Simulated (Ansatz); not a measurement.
Ansatz (a first-principles code) input:
A basis named .json is the Basis Set Exchange file of that set.

Ansatz 0.2 input:
```yaml
crystal:
  periodic: [false, false, false]
  atoms:
    - {symbol: Si, position_ang: [-0.84594189, -0.04179823, -0.60362083]}
    - {symbol: C, position_ang: [-1.90281251, 1.50254028, -0.56860494]}
    - {symbol: C, position_ang: [-1.28464556, -1.20342027, 0.79544500]}
    - {symbol: N, position_ang: [0.83605910, 0.36552096, -0.44728110]}
    - {symbol: Si, position_ang: [2.02532930, -0.27347556, 0.62965517]}
    - {symbol: H, position_ang: [-1.09305362, -0.72843521, -1.90167257]}
    - {symbol: H, position_ang: [-2.95814483, 1.25711603, -0.71113133]}
    - {symbol: H, position_ang: [-1.61590984, 2.19512818, -1.36361771]}
    - {symbol: H, position_ang: [-1.79867876, 2.02497404, 0.38489144]}
    - {symbol: H, position_ang: [-2.33158829, -1.50460272, 0.71783994]}
    - {symbol: H, position_ang: [-0.67876209, -2.11165231, 0.77306863]}
    - {symbol: H, position_ang: [-1.14533580, -0.72640365, 1.76793715]}
    - {symbol: H, position_ang: [1.19557818, 1.02670418, -1.12151362]}
    - {symbol: H, position_ang: [2.22386888, -1.73509808, 0.45905444]}
    - {symbol: H, position_ang: [3.30615324, 0.41777764, 0.35052947]}
    - {symbol: H, position_ang: [1.65678392, -0.05504188, 2.05006079]}
basis:
  gaussian:
    orbitals: aug-cc-pV_D+d_Z.json
magnetization: {spin_polarized: false}
correlation: {method: ccsd_t, electrons: outside_noble_gas}
output: {forces: true}
```

Q: What final total energy does it print?

A: -715.35547 Eh (CCSD(T)/aug-cc-pV(D+d)Z). The basis has 232 functions.
